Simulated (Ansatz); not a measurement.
Pulling on the C4–H5 bond in CH5Bi (SMILES [CH3][BiH2]) (multiplicity 1 held, fragments rigid). Energies count from the point at 1.088 Å.
Geometry at that point (charge 0, multiplicity 1):
```xyz
7

Bi    -0.1144    -0.1388     0.1427
H      0.1011    -1.4563    -1.0658
H     -1.6344     0.3793    -0.6723
C      1.1592     1.3240    -1.0635
H      0.9950     2.3241    -0.6682
H      0.8759     1.2806    -2.1106
H      2.2039     1.0455    -0.9423
```

Restricted levels (R-, RO-) in cc, def2 and unpolarised 6-31G sets keep to the state of the molecule at rest. Active spaces are followed from a long bond inwards. Levels need not reach the same state.

Cores are frozen in the correlated methods. Filled d and f shells under p-block atoms count as core.

Programs: Ansatz (Gaussian orbitals). Values without a source in brackets are computed. In def2 rows elements past Kr take small-core potentials, without spin–orbit coupling.

| level | energy at R = 3.481 Å (kcal/mol) |
|---|---|
| R-PBE/def2-TZVPP | 139.18 |
| R-r2SCAN/def2-TZVPP | 147.45 |
| R-B3LYP/def2-TZVPP | 148.48 |
| R-MP2/def2-TZVPP | 154.47 |
| R-SCS-MP2/def2-TZVPP | 148.10 |
| CASSCF(2,2)/def2-TZVPP | (withheld) |
| FIC-NEVPT4(SD) on CASSCF(2,2)/def2-TZVPP | 114.45 |
| FIC-MRCISD on CASSCF(2,2)/def2-TZVPP | 113.01 |
| FIC-MRCISD+Q on CASSCF(2,2)/def2-TZVPP | 114.35 |

Problem. Fill in the missing entries.

Solution. 
- CASSCF(2,2)/def2-TZVPP, energy at R = 3.481 Å (kcal/mol): 101.80

Doubts at one or more of the structures used: a restricted determinant that unrestricted orbitals would lower (R-PBE/def2-TZVPP, R-r2SCAN/def2-TZVPP, R-B3LYP/def2-TZVPP, R-MP2/def2-TZVPP, R-SCS-MP2/def2-TZVPP).

Ansatz is an electronic-structure program.
